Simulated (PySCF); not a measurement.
Species: C₇H₉BN₂.
Bonds: C1–C2, C2–N3 (triple), N3–B4, B4–C5, C5–C6 (aromatic), C6–C7 (aromatic), C7–C8 (aromatic), C8–C9 (aromatic), C9–N10 (aromatic), C5–N10 (aromatic). Hydrogens: H11, H12, H13 on C1; H14, H15 on B4; H16 on C6; H17 on C7; H18 on C8; H19 on C9.

All values: PBE0/pcSseg-1 (PySCF, non-relativistic), on one gas-phase PBE0-D3(BJ)/def2-SVP geometry that isn't relaxed in the solvent. The solvent is an IEF-PCM continuum (Bondi radii, 1.10 Å for H, scaled by 1.2). The model holds no explicit solvent molecules, cavitation or dispersion.

Gas phase at PBE0/pcSseg-1: HOMO -6.27 eV, LUMO -0.76 eV, dipole 8.81 D.

**Question.** What does the continuum do to the energy, the frontier levels and the dipole at PBE0/pcSseg-1 in acetonitrile and dimethylsulfoxide?

**Answer.** 
```
          solvent      ε  E(solvent) − E(gas) (kcal/mol)  polarisation term (kcal/mol)  distortion of the solute (kcal/mol)  HOMO (eV)  LUMO (eV)  dipole (D)
     acetonitrile  35.69                          -16.52                        -21.23                                 4.71      -6.99      -0.62       11.59
dimethylsulfoxide  46.83                          -16.72                        -21.54                                 4.82      -6.99      -0.62       11.62
```

The polarisation term is half the interaction of the solute with the surface charges that it induces; the rest is the cost of distorting the solute's density. The sum is the electrostatic part of solvation alone. From acetonitrile to dimethylsulfoxide the lowering changes by a factor 1.01, Onsager's factor (ε − 1)/(2ε + 1) by 1.01 and ε itself by 1.3.

**Question.** Which radius a makes the point-dipole formula ΔE = −[(ε − 1)/(2ε + 1)]·μ²/a³ give the value in dimethylsulfoxide, with the gas-phase dipole?

**Answer.** μ = 3.468 au and |ΔE| = 0.02664 Eh give a = 3.19 Å; the farthest nucleus lies 4.70 Å from the centroid of the nuclei, so such a sphere wouldn't even hold the nuclei. The formula assumes a rigid point dipole at the centre of a sphere.

**Question.** Which IAO charges (PBE0/pcSseg-1) respond most in acetonitrile (means over atoms taken as equivalent)?

**Answer.** 
```csv
atoms,environment,gas (e),solvent (e),change
C2,triply bonded carbon,+0.222,+0.288,+0.066
N10,pyridine-type nitrogen,-0.280,-0.331,-0.051
N3,nitrogen bonded to B and C,+0.030,-0.017,-0.047
H14/H15,B–H hydrogen,+0.018,-0.011,-0.029
H16,aromatic hydrogen,+0.122,+0.149,+0.027
H17,aromatic hydrogen,+0.144,+0.164,+0.020
H11/H12/H13,methyl hydrogen,+0.201,+0.219,+0.018
H18,aromatic hydrogen,+0.148,+0.164,+0.016
```

**Question.** Which Mayer bond orders change most in acetonitrile?

**Answer.** 
| bond | length (Å) | gas | solvent | change |
| --- | --- | --- | --- | --- |
| N10–C5 | 1.346 | 1.371 | 1.337 | -0.034 |
| C5–C6 | 1.404 | 1.348 | 1.370 | +0.022 |
| N3–B4 | 1.539 | 0.674 | 0.696 | +0.022 |
| C2–N3 | 1.150 | 2.624 | 2.603 | -0.021 |
| C8–C9 | 1.396 | 1.381 | 1.398 | +0.017 |
| C9–N10 | 1.327 | 1.522 | 1.506 | -0.016 |
| C1–H11 | 1.100 | 0.924 | 0.911 | -0.013 |
| C1–H12 | 1.100 | 0.925 | 0.912 | -0.013 |

**Question.** How do the nuclear quadrupole coupling constants eQVzz/h respond in acetonitrile?

**Answer.** 
| nucleus | Q (barn) | gas (MHz) | solvent (MHz) | η gas | η solvent |
| --- | --- | --- | --- | --- | --- |
| 14N at N3 | 0.02044 | -2.20 | -1.66 | 0.07 | 0.08 |
| 11B at B4 | 0.04059 | 2.52 | 2.26 | 0.02 | 0.01 |
| 14N at N10 | 0.02044 | -5.48 | -5.17 | 0.33 | 0.30 |

The values belong to the conformer `[CH3:1][C:2]#[N+:3][BH2-:4][c:5]1[cH:6][cH:7][cH:8][cH:9][n:10]1`: N3–B4–C5–C6 1°.
